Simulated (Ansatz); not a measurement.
Born–Oppenheimer molecular dynamics of a periodic cell of 20 atoms, HCl (contents 10 HCl, density as packed 1.48 g/cm³ with natural masses). It goes on from the last frame of an earlier run, with new velocities.

Computed with Ansatz 0.2.0, DFT PBE-D3(BJ), scalar-relativistic, plane waves, PAW. Settings: cutoff 420 eV, k mesh 1x1x1, fermi-dirac smearing 0.05 eV, no spin polarisation.

* ensemble: NVE (velocity Verlet)
* time step: 0.75 fs
* steps asked: 400
* starting velocities drawn for: 700 K
* seed: 966567

Frames 15 fs apart, positions in Å.

Velocities at 120.0 fs (Å/ps):

```
Cl 3.25 4.91 -1.07
H 23.37 -32.61 14.90
Cl -1.39 -1.82 3.59
H 0.66 -7.56 17.75
Cl -0.22 4.25 -0.77
H -0.82 19.43 6.49
Cl 1.33 4.04 -1.28
H 28.74 -3.90 -1.33
Cl -2.49 -2.03 -5.40
H 29.63 12.51 -3.67
Cl -3.41 -0.79 -0.77
H 0.55 12.79 -2.94
Cl 3.55 -7.48 2.51
H 20.98 16.17 -5.63
Cl -4.93 0.69 4.12
H 36.89 -14.00 63.68
Cl -1.97 -0.08 -2.27
H 10.29 25.95 3.49
Cl 3.26 -2.40 -0.70
H -44.26 -3.95 -21.40
```

```xyz
20
Lattice="7.4169 0.0000 0.0000 0.0000 7.4169 0.0000 0.0000 0.0000 7.4169" Properties=species:S:1:pos:R:3 time_fs=120.0 energy_less_start_eV=0.446 T=518
Cl 4.279 2.789 4.370
H 3.930 3.883 4.904
Cl 3.358 0.798 -0.112
H 2.292 1.401 0.336
Cl 4.382 4.231 1.165
H 3.214 4.846 1.069
Cl -0.298 4.723 4.124
H -0.194 5.796 5.008
Cl 7.986 2.972 7.386
H 8.612 4.087 7.098
Cl 3.328 6.426 4.513
H 2.374 6.840 3.906
Cl 5.490 7.499 2.318
H 5.171 8.444 1.479
Cl 0.723 1.583 3.565
H 1.014 2.829 3.872
Cl -0.707 0.072 6.659
H -1.698 -0.760 6.845
Cl 1.421 5.975 1.141
H 0.271 5.480 1.313
20
Lattice="7.4169 0.0000 0.0000 0.0000 7.4169 0.0000 0.0000 0.0000 7.4169" Properties=species:S:1:pos:R:3 time_fs=135.0 energy_less_start_eV=0.341 T=560
Cl 4.329 2.848 4.355
H 4.198 3.741 5.220
Cl 3.334 0.780 -0.060
H 2.374 1.361 0.597
Cl 4.384 4.294 1.144
H 3.296 5.009 1.321
Cl -0.279 4.794 4.112
H 0.202 5.735 4.884
Cl 7.949 2.950 7.299
H 8.915 3.890 7.176
Cl 3.271 6.406 4.503
H 2.375 7.156 3.901
Cl 5.544 7.393 2.357
H 5.542 8.483 1.600
Cl 0.659 1.603 3.631
H 1.494 2.022 4.578
Cl -0.734 0.071 6.606
H -1.736 -0.555 7.012
Cl 1.454 5.943 1.137
H 0.132 5.540 1.141
20
Lattice="7.4169 0.0000 0.0000 0.0000 7.4169 0.0000 0.0000 0.0000 7.4169" Properties=species:S:1:pos:R:3 time_fs=150.0 energy_less_start_eV=0.572 T=468
Cl 4.371 2.897 4.349
H 4.576 3.546 5.520
Cl 3.304 0.784 -0.013
H 2.527 1.335 0.857
Cl 4.401 4.351 1.107
H 3.458 4.888 1.805
Cl -0.260 4.872 4.109
H 0.397 5.746 4.648
Cl 7.916 2.929 7.207
H 8.987 3.625 7.391
Cl 3.197 6.377 4.493
H 2.506 7.476 3.982
Cl 5.604 7.297 2.402
H 5.878 8.383 1.800
Cl 0.631 1.615 3.715
H 1.473 1.143 4.572
Cl -0.769 0.066 6.527
H -1.710 -0.494 7.234
Cl 1.471 5.930 1.137
H 0.239 5.444 1.410
20
Lattice="7.4169 0.0000 0.0000 0.0000 7.4169 0.0000 0.0000 0.0000 7.4169" Properties=species:S:1:pos:R:3 time_fs=165.0 energy_less_start_eV=0.212 T=612
Cl 4.410 2.944 4.358
H 4.970 3.072 5.552
Cl 3.275 0.810 0.026
H 2.654 1.230 1.072
Cl 4.424 4.399 1.064
H 3.816 4.637 2.170
Cl -0.248 4.943 4.109
H 0.669 5.839 4.461
Cl 7.888 2.908 7.119
H 8.806 3.623 7.581
Cl 3.111 6.344 4.487
H 2.999 7.461 3.772
Cl 5.661 7.212 2.447
H 6.154 8.270 1.948
Cl 0.635 1.615 3.800
H 1.085 0.898 4.771
Cl -0.818 0.059 6.436
H -1.471 -0.569 7.437
Cl 1.470 5.920 1.143
H 0.672 5.415 1.974
20
Lattice="7.4169 0.0000 0.0000 0.0000 7.4169 0.0000 0.0000 0.0000 7.4169" Properties=species:S:1:pos:R:3 time_fs=180.0 energy_less_start_eV=0.545 T=481
Cl 4.453 2.985 4.381
H 5.191 2.516 5.258
Cl 3.255 0.851 0.058
H 2.683 1.131 1.183
Cl 4.456 4.430 1.021
H 4.272 4.529 2.314
Cl -0.231 5.001 4.110
H 0.932 5.712 4.360
Cl 7.865 2.890 7.044
H 8.354 3.965 7.619
Cl 3.018 6.319 4.479
H 3.617 7.053 3.706
Cl 5.709 7.142 2.478
H 6.287 8.281 2.115
Cl 0.666 1.613 3.883
H 0.644 0.953 5.009
Cl -0.886 0.044 6.345
H -0.978 -0.609 7.478
Cl 1.452 5.901 1.171
H 1.180 5.535 2.299
20
Lattice="7.4169 0.0000 0.0000 0.0000 7.4169 0.0000 0.0000 0.0000 7.4169" Properties=species:S:1:pos:R:3 time_fs=195.0 energy_less_start_eV=0.387 T=540
Cl 4.496 3.013 4.415
H 5.360 2.154 4.853
Cl 3.245 0.904 0.086
H 2.632 1.145 1.193
Cl 4.497 4.447 0.978
H 4.771 4.409 2.246
Cl -0.194 5.033 4.119
H 0.938 5.550 4.479
Cl 7.842 2.892 6.991
H 7.685 4.131 7.468
Cl 2.939 6.298 4.475
H 3.965 6.536 3.799
Cl 5.746 7.100 2.486
H 6.041 8.381 2.550
Cl 0.718 1.616 3.953
H 0.407 1.041 5.094
Cl -0.968 0.015 6.265
H -0.427 -0.468 7.302
Cl 1.426 5.880 1.203
H 1.157 5.411 2.406
20
Lattice="7.4169 0.0000 0.0000 0.0000 7.4169 0.0000 0.0000 0.0000 7.4169" Properties=species:S:1:pos:R:3 time_fs=210.0 energy_less_start_eV=0.589 T=461
Cl 4.535 3.031 4.452
H 5.599 2.178 4.489
Cl 3.240 0.966 0.111
H 2.559 1.246 1.165
Cl 4.549 4.454 0.936
H 5.170 4.025 1.968
Cl -0.148 5.026 4.140
H 0.916 5.355 4.607
Cl 7.815 2.918 6.960
H 7.147 3.983 7.354
Cl 2.890 6.284 4.483
H 3.986 6.137 3.756
Cl 5.760 7.094 2.476
H 5.587 8.175 3.090
Cl 0.787 1.629 3.997
H 0.246 0.957 4.982
Cl -1.054 -0.034 6.208
H -0.032 -0.140 6.971
Cl 1.396 5.861 1.231
H 0.534 5.293 2.170
20
Lattice="7.4169 0.0000 0.0000 0.0000 7.4169 0.0000 0.0000 0.0000 7.4169" Properties=species:S:1:pos:R:3 time_fs=225.0 energy_less_start_eV=0.284 T=583
Cl 4.576 3.033 4.485
H 5.878 2.796 4.437
Cl 3.234 1.034 0.134
H 2.467 1.358 1.126
Cl 4.618 4.453 0.897
H 5.257 3.524 1.544
Cl -0.110 4.981 4.169
H 1.154 4.880 4.424
Cl 7.783 2.966 6.949
H 6.671 3.539 7.191
Cl 2.877 6.282 4.506
H 3.709 5.783 3.525
Cl 5.738 7.117 2.458
H 5.180 7.856 3.372
Cl 0.866 1.645 4.018
H 0.094 0.795 4.620
Cl -1.138 -0.095 6.173
H 0.030 0.107 6.806
Cl 1.356 5.844 1.251
H 0.206 5.490 1.932
20
Lattice="7.4169 0.0000 0.0000 0.0000 7.4169 0.0000 0.0000 0.0000 7.4169" Properties=species:S:1:pos:R:3 time_fs=240.0 energy_less_start_eV=0.253 T=596
Cl 4.632 3.016 4.513
H 5.716 3.693 4.479
Cl 3.225 1.109 0.158
H 2.327 1.396 1.048
Cl 4.699 4.435 0.857
H 4.912 3.165 1.138
Cl -0.075 4.915 4.199
H 1.185 4.298 4.092
Cl 7.740 3.022 6.959
H 6.464 3.027 6.889
Cl 2.895 6.280 4.532
H 3.179 5.532 3.473
Cl 5.688 7.170 2.442
H 4.841 7.531 3.424
Cl 0.954 1.657 4.014
H 0.076 0.724 4.191
Cl -1.222 -0.155 6.150
H -0.165 0.248 6.853
Cl 1.315 5.836 1.256
H 0.295 5.628 1.998
20
Lattice="7.4169 0.0000 0.0000 0.0000 7.4169 0.0000 0.0000 0.0000 7.4169" Properties=species:S:1:pos:R:3 time_fs=255.0 energy_less_start_eV=-0.006 T=704
Cl 4.686 2.991 4.545
H 5.166 4.143 4.361
Cl 3.216 1.188 0.184
H 2.168 1.350 0.919
Cl 4.782 4.397 0.817
H 4.214 3.214 0.747
Cl -0.032 4.853 4.223
H 0.549 3.542 4.001
Cl 7.689 3.070 6.989
H 6.533 2.670 6.453
Cl 2.935 6.276 4.556
H 2.702 5.535 3.596
Cl 5.623 7.247 2.434
H 4.585 7.110 3.257
Cl 1.060 1.659 3.986
H 0.017 0.857 3.754
Cl -1.306 -0.211 6.135
H -0.426 0.332 6.832
Cl 1.278 5.839 1.251
H 0.487 5.619 2.178
20
Lattice="7.4169 0.0000 0.0000 0.0000 7.4169 0.0000 0.0000 0.0000 7.4169" Properties=species:S:1:pos:R:3 time_fs=270.0 energy_less_start_eV=0.091 T=661
Cl 4.725 2.954 4.581
H 4.647 4.255 4.221
Cl 3.206 1.268 0.212
H 2.020 1.304 0.723
Cl 4.846 4.345 0.782
H 3.770 3.794 0.356
Cl 0.019 4.776 4.232
H -0.695 3.665 4.074
Cl 7.628 3.100 7.031
H 6.868 2.591 6.092
Cl 2.996 6.271 4.581
H 2.267 5.733 3.668
Cl 5.553 7.336 2.437
H 4.585 6.740 2.999
Cl 1.169 1.645 3.937
H 0.054 1.361 3.287
Cl -1.392 -0.262 6.124
H -0.543 0.383 6.834
Cl 1.249 5.851 1.247
H 0.663 5.427 2.306
```

Of the whole run (300 fs, mean temperature of the second half 575 K): The conserved energy stayed within 0.34 meV per atom of its start (net change -0.13 meV per atom), so the integration is sound. A run of 0.3 ps of so small a system gives no equilibrium averages. Limits of this set-up: coarse k mesh.

Run time: 11 min on 1 thread of Arm Neoverse V1, on a shared host, peak memory 0.38 GiB.
